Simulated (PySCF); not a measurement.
Structure problem from calculated spectra and properties.

Formula: C6H9OP.

| Item | Value |
| --- | --- |
| 13C NMR | chemical shifts (computed TMS as zero) by class: 143.1 (3 C), 139.0 (3 C) ppm [GIAO PBE0/pcSseg-1] |
| Polarisability | 99.9 au [PBE0/def2-SVPD] |
| Rotational structure | rotational constants A, B, C: 1.770, 1.759, 1.164 GHz [PBE0-D3(BJ)/def2-SVP] |
| UV, first state | lowest singlet excitation: 5.44 eV (228 nm, f = 0.000) [TDDFT PBE0/def2-SVPD] |
| Triplet | lowest triplet excitation (Tamm–Dancoff): 4.13 eV [TDA PBE0/def2-SVPD] |
| Dipole | 3.57 D [PBE0/def2-SVPD] |

Electronic properties: PySCF, gas phase, density fitting. Levels stand in brackets. One conformer (not necessarily the lowest) at the PBE0-D3(BJ)/def2-SVP geometry, without solvent, vibrations or thermal averaging. Each NMR value is the plain mean over a class of atoms that symmetry, rotation or inversion makes alike.

Problem. What is the compound? Reason from the data.

Solution. Numbering: `[CH2:1]=[CH:2][P:3](=[O:4])([CH:5]=[CH2:6])[CH:7]=[CH2:8]`. 6 carbons fall into 2 classes; from least to most shielded: terminal =CH2 carbon [C1/C6/C8] (143.1 ppm, 3 C), alkene CH carbon [C2/C5/C7] (139.0 ppm, 3 C). The optimised geometry has point group C3v and is an oblate symmetric top (the spread among constants that symmetry makes equal is optimisation noise). Structure: `C=CP(=O)(C=C)C=C`. The assignments are read from this structure; whether some other isomer fits the data as well wasn't checked.

Shape of the structure used: `[CH2:1]=[CH:2][P:3](=[O:4])([CH:5]=[CH2:6])[CH:7]=[CH2:8]`: C1–C2–P3–O4 0°, C2–P3–C5–C6 125°, C2–P3–C7–C8 -125°.
